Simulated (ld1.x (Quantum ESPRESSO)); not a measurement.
# Reading a pseudo-wave (iridium (Ir))

Columns: radius, all-electron u(r) and pseudo u(r) of the 5d shell (level -7.36 eV) of iridium in the configuration [Kr] 4d10 4f14 5s2 5p6 5d7 6s2 6p0; LDA (PZ), scalar-relativistic, TM scheme, ld1.x (Quantum ESPRESSO) 7.5.

```
r (bohr)  all-electron  pseudo
   0.115        0.2582  0.0031
   0.230       -0.1232  0.0237
   0.345       -0.3846  0.0747
   0.460       -0.2893  0.1609
   0.575       -0.0295  0.2772
   0.690        0.2471  0.4108
   0.805        0.4765  0.5442
   0.920        0.6424  0.6608
   1.035        0.7489  0.7490
   1.150        0.8071  0.8040
   1.265        0.8292  0.8276
   1.380        0.8256  0.8255
   1.495        0.8045  0.8049
   1.610        0.7721  0.7724
   1.725        0.7330  0.7331
   1.840        0.6903  0.6903
   1.955        0.6462  0.6462
   2.070        0.6023  0.6023
   2.185        0.5594  0.5594
   2.300        0.5181  0.5181
   2.415        0.4790  0.4790
   2.530        0.4421  0.4421
   2.645        0.4075  0.4075
   2.760        0.3753  0.3753
   2.875        0.3453  0.3453
   2.990        0.3176  0.3176
```

(1) How many radial nodes do the two functions have?

(2) Is the pseudo-wave norm-conserving?

## Answers

(1) The all-electron 5d function has n − l − 1 = 2; the pseudo-wave has 0, since the states of the same l below it are removed with the core.

(2) Yes: the TM scheme keeps the norm inside the radius equal to the all-electron one, which fixes the energy derivative of the logarithmic derivative at the level.
